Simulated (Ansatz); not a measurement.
Pulling on the Ga1–H2 bond in GaH3O (SMILES [OH][GaH2]) (multiplicity 1 held, fragments rigid). Energies count from the point at 1.556 Å.
Geometry at that point (charge 0, multiplicity 1):
```xyz
5

Ga    -0.225    -0.284     0.026
H      0.060    -1.297     1.172
H     -1.359    -0.309    -1.053
O      0.938     1.087    -0.024
H      0.776     1.723    -0.728
```

Restricted levels (R-, RO-) in cc, def2 and unpolarised 6-31G sets keep to the state of the molecule at rest. Unrestricted levels (U-) break spin symmetry where that is lower. Active spaces are followed from a long bond inwards. Curves can end on different states.

Cores are frozen in the correlated methods. Filled d and f shells under p-block atoms count as core.

Codes used: Ansatz (a quantum-chemistry and plane-wave program). 

| level | energy at R = 4.980 Å (kcal/mol) |
|---|---|
| R-HF/cc-pVTZ | 156.73 |
| R-B3LYP/cc-pVTZ | 117.78 |
| R-wB97X-V/cc-pVTZ | 147.61 |
| U-wB97X-V/cc-pVTZ | 86.70 |
| R-MP2/cc-pVTZ | 116.73 |
| U-CCSD/cc-pVTZ | 83.92 |
| CASSCF(2,2)/cc-pVTZ | 74.95 |
| SC-NEVPT2 on CASSCF(2,2)/cc-pVTZ | ___ |
| FIC-NEVPT4(SD) on CASSCF(2,2)/cc-pVTZ | 83.80 |

Task: Complete the blanks.

Result: 
- SC-NEVPT2 on CASSCF(2,2)/cc-pVTZ, energy at R = 4.980 Å (kcal/mol): 80.54

Doubts at one or more of the structures used: a restricted determinant that unrestricted orbitals would lower (R-HF/cc-pVTZ, R-B3LYP/cc-pVTZ, R-wB97X-V/cc-pVTZ, R-MP2/cc-pVTZ); a spin-contaminated determinant (U-wB97X-V/cc-pVTZ, U-CCSD/cc-pVTZ).
